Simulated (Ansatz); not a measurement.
A structure relaxed at r2SCAN-D4/def2-SVP in Ansatz, charge 0, singlet:

```tsv
atom	x (Å)	y (Å)	z (Å)
Si1	0.176	0.518	-0.379
O2	1.629	0.622	-1.247
O3	-0.722	-0.105	1.388
O4	-0.732	-0.730	-1.022
O5	1.679	0.287	0.304
H6	-0.544	1.795	-0.310
H7	-0.330	-1.088	-1.825
H8	-0.018	-0.367	2.004
H9	-1.138	-0.932	1.086
```

(1) Give its formula.

(2) Summarise the bond lengths by kind (pairs closer than 1.2 times the sum of covalent radii, bridged metal pairs left out).

Answers

(1) the cluster SiO₄H₄ (the lowest singlet isomer of a short search).

(2) 4 × O–Si 1.67 to 2.08 Å; 3 × H–O 0.97 Å; 1 × H–Si 1.47 Å.

The restricted singlet is unstable towards broken spin symmetry in Hartree–Fock (as tested in another run); at r2SCAN-D4/def2-SVP this wasn't settled. The structure comes from a short search, and lower isomers may exist.
